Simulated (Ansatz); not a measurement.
Molecule: C2 (charge -2, singlet). 
Coordinates optimised at B3LYP-D3(BJ)/def2-TZVP (Ansatz, a quantum-chemistry and plane-wave program):
```xyz
2

C      0.0000     0.0000    -0.6347
C      0.0000     0.0000     0.6347
```
Charge -2, spin multiplicity 1.

Basis-set convergence of Hartree-Fock and MP2 correlation energies (hartree) with Ansatz. Correlated levels leave the core frozen unless marked. Spin-orbit coupling is left out. Non-relativistic.

```tsv
basis	functions	E(HF)	E(corr, MP2)
def2-SVPD	40	-75.28056	-0.28120
def2-TZVPPD	74	-75.39463	-0.33089
def2-QZVPPD	126	-75.40572	-0.34967
```

Extrapolating the two largest sets (X = 3 and 4) as X^-3: E(corr) = (64·(-0.34967) - 27·(-0.33089))/37 = -0.3634 Eh, an estimate of the basis-set limit. The largest set recovers 96.2 % of it, the smallest 77.4 %.
